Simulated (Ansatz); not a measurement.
Geometry optimisation, Ansatz 0.2.0, RKS B3LYP/def2-SVP.

Input:

```yaml
crystal:
  periodic: [false, false, false]
  atoms:
    - { symbol: Al, position_ang: [0.019437, -0.518716, -0.462545] }
    - { symbol: F, position_ang: [0.035014, 0.008165, 2.359927] }
    - { symbol: F, position_ang: [1.441873, 0.201735, -0.873444] }
    - { symbol: F, position_ang: [-1.435169, 0.122432, -0.894314] }
    - { symbol: Cl, position_ang: [0.065283, -2.502157, 0.46063] }
    - { symbol: H, position_ang: [0.032362, -0.912259, 2.479946] }
basis:
  gaussian: { orbitals: def2-SVP }
hamiltonian:
  xc: b3lyp
relax:
  f_tol: 0.03
  max_steps: 50
output:
  orbitals: {}
```

Launched with:

```bash
$ ansatz run input.yaml --threads 1 --pin off --max-ram 2048MiB --backend cpu --events-out ev --progress --plain --runs-dir out
```

Problem. Where does it end, and by what steps?

Solution. It converged. After 8 steps the energy has fallen by 0.592 eV; F2 moved furthest, 0.55 Å. Joined: Al1–F2 (2.87 → 1.97 Å).

```
step  energy less start (eV)  largest force component (eV/Å)  accepted
   0                  0.0000                           1.150       yes
   1                 -0.2135                           0.546       yes
   2                 -0.4108                           0.952       yes
   3                 -0.5410                           1.056       yes
   4                 -0.5853                           0.122       yes
   5                 -0.5900                           0.069       yes
   6                 -0.5915                           0.050       yes
   7                 -0.5923                           0.046       yes
   8                 -0.5924                           0.021       yes
```

```xyz
6
Properties=species:S:1:pos:R:3
Al 0.024 -0.477 -0.109
F 0.015 0.002 1.806
F 1.442 0.179 -0.652
F -1.426 0.111 -0.649
Cl 0.072 -2.514 0.550
H 0.033 -0.902 2.123
```

Whether the end is a true minimum wasn't checked by a vibrational analysis.

The run took 36 s on 1 thread of Arm Neoverse V1, on a shared host, peak memory 0.16 GiB.
